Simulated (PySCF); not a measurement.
# Radial density of In³⁺ (indium, charge +3)

UHF, [Kr] 4d10, closed-shell 1S. All numbers are calculated (PySCF 2.14, the spin-free X2C one-electron Hamiltonian (Gaussian nucleus), in aug-cc-pwCVTZ-DK3 with one added diffuse shell each of s, p, d, f type (11s10p8d5f1g, 125 functions)).

```csv
r (bohr),4πr²ρ (e/bohr)
0.0312,57.23
0.0525,58.50
0.0883,80.21
0.148,59.18
0.250,64.53
0.420,35.95
0.707,20.80
1.19,13.77
2.00,1.665
3.36,0.02911
```

Densities and radii are taken from the X2C orbitals without a picture-change correction, which distorts them close to the nucleus.
